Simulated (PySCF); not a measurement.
Si4PH10N

The system: Si4PH10N, a silylene (divalent Si1, bonded to 1 N + 1 P); neutral, singlet. The structure, one conformer, was relaxed in the gas phase by PBE0-D3(BJ)/def2-SVP. No frequency run checks that it is a minimum.

The strong deshielding of the divalent centre rests on a low-lying excitation, and density functionals tend to overstate it.

SMILES: [SiH3]P[Si]N([SiH3])[SiH3]

```xyz
16

Si   -0.467    1.385   -1.050
N    -1.133    0.103   -0.052
Si   -0.522   -0.545    1.482
Si   -2.617   -0.662   -0.656
P     1.416    2.024    0.120
Si    2.681    0.235   -0.437
H    -1.692   -1.006    2.292
H     0.230    0.513    2.213
H     0.369   -1.716    1.228
H    -2.426   -2.144   -0.713
H    -2.895   -0.126   -2.019
H    -3.762   -0.370    0.257
H     1.859    2.805   -0.992
H     4.014    0.728   -0.894
H     2.848   -0.626    0.769
H     2.087   -0.610   -1.525
```
Atom numbers follow the order of the file, from 1.

Shieldings: GIAO PBE0/pcSseg-1. Shifts are against computed references at the same level: H TMS (σ 31.27 ppm), Si TMS (σ 352.0 ppm). Core levels by delta-SCF with SCAN, pcX-2 on the ionised atom and pcseg-1 elsewhere, spin-free X2C (2p3/2 is the spin-free 2p value less a third of a first-order spin-orbit splitting); from the vacuum level, for chosen atoms.

(1) Give the shieldings and core levels atom by atom.

(2) Which of Si1, Si3, Si4 holds its core electrons tightest, and by how much against the loosest?

(3) By CAM-B3LYP/def2-SVPD (TDDFT singlets, Tamm-Dancoff triplets, ionisation by delta-SCF), where does absorption start, and what does vertical ionisation take?

Results:

(1) 
```json
{"atoms": "Si1", "bonded to": "1 N + 1 P", "σ (ppm)": "-70.6", "δ (ppm)": "422.6", "core level (eV)": "2p3/2 106.62"}
{"atoms": "N2", "bonded to": "3 Si", "σ (ppm)": "113.3", "δ (ppm)": "-", "core level (eV)": "1s 403.99"}
{"atoms": "Si3", "bonded to": "1 N + 3 H", "σ (ppm)": "406.1", "δ (ppm)": "-54.1", "core level (eV)": "2p3/2 107.15"}
{"atoms": "Si4", "bonded to": "1 N + 3 H", "σ (ppm)": "387.1", "δ (ppm)": "-35.1", "core level (eV)": "2p3/2 107.20"}
{"atoms": "P5", "bonded to": "2 Si + 1 H", "σ (ppm)": "486.0", "δ (ppm)": "-", "core level (eV)": "2p3/2 135.36"}
{"atoms": "Si6", "bonded to": "1 P + 3 H", "σ (ppm)": "458.1", "δ (ppm)": "-106.1", "core level (eV)": "-"}
{"atoms": "H7 H8 H9", "bonded to": "1 Si", "σ (ppm)": "26.21", "δ (ppm)": "5.06", "core level (eV)": "-"}
{"atoms": "H10 H11 H12", "bonded to": "1 Si", "σ (ppm)": "26.31", "δ (ppm)": "4.95", "core level (eV)": "-"}
{"atoms": "H13", "bonded to": "1 P", "σ (ppm)": "28.72", "δ (ppm)": "2.54", "core level (eV)": "-"}
{"atoms": "H14 H15 H16", "bonded to": "1 Si", "σ (ppm)": "27.29", "δ (ppm)": "3.98", "core level (eV)": "-"}
```

Values are those of this one static structure, with the three H of a rotating XH3 group averaged; atoms that internal rotation interchanges would show their mean in an NMR spectrum.

(2) Si4 (bonded to 1 N + 3 H), by 0.58 eV over Si1 (bonded to 1 N + 1 P).

(3) The lowest singlet lies at 3.00 eV (f 0.009), the strongest of the first 6 at 5.13 eV (f 0.145), the lowest triplet at 1.94 eV; vertical ionisation takes 7.88 eV.

The 3 runs behind this took 3.2 min in all, one thread each of Intel Xeon Platinum 8488C on a shared host, launched as `OMP_NUM_THREADS=1 python cluster_run.py task.json out`.
